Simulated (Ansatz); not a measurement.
## A ladder of methods for C2H7NSi (SMILES C=C[SiH2]N)

C2H7NSi has 11 atoms, charge 0, and is taken as a singlet. SMILES: `C=C[SiH2]N`. Geometry: relaxed at PBE0-D4/def2-TZVP. This is one conformer, not always the lowest.

```xyz
11

C    -0.6761    1.3370   -0.9450
C     0.0893    1.2086    0.1351
Si    0.5965   -0.4445    0.8326
N     0.0029   -1.8037   -0.0286
H    -0.9671    2.3046   -1.3447
H    -1.0468    0.4656   -1.4791
H     0.4330    2.1167    0.6316
H     0.0995   -0.5366    2.2326
H     2.0832   -0.5167    0.8360
H     0.4049   -2.0860   -0.9063
H    -0.9538   -2.1021    0.0563
```

Each level gives the electronic atomisation energy (eV). The values are calculated. Electronic energies at fixed atoms, without zero-point motion or spin-orbit coupling.

| level | kind | program | value (eV) | CPU time (all runs) |
| --- | --- | --- | --- | --- |
| SVWN5/cc-pVDZ | LDA | Ansatz | 46.29 | 6 s |
| PBE/cc-pVDZ | GGA | Ansatz | 41.33 | 8.8 s |
| revPBE/cc-pVDZ | GGA | Ansatz | 40.04 | 8.8 s |
| r2SCAN/cc-pVDZ | meta-GGA | Ansatz | 40.76 | 18 s |
| r2SCAN0/cc-pVDZ | hybrid meta-GGA | Ansatz | 40.25 | 18 s |
| HSE06/cc-pVDZ | range-separated hybrid | Ansatz | 40.78 | 11 s |
| wB97X/cc-pVDZ | range-separated hybrid | Ansatz | 40.84 | 32 s |
| B2PLYP/cc-pVDZ | double hybrid | Ansatz | 39.94 | 13 s |
| RPA@PBE0/cc-pVDZ | RPA | Ansatz | 37.26 | 16 s |
| BCCD(T)/cc-pVDZ | coupled cluster or CI | Ansatz | 38.11 | 33 s |

Correlated wave functions underbind in double-zeta sets. The values span 37.26 to 46.29 eV. CPU times are rough (shared hosts, several kinds of processor and program).
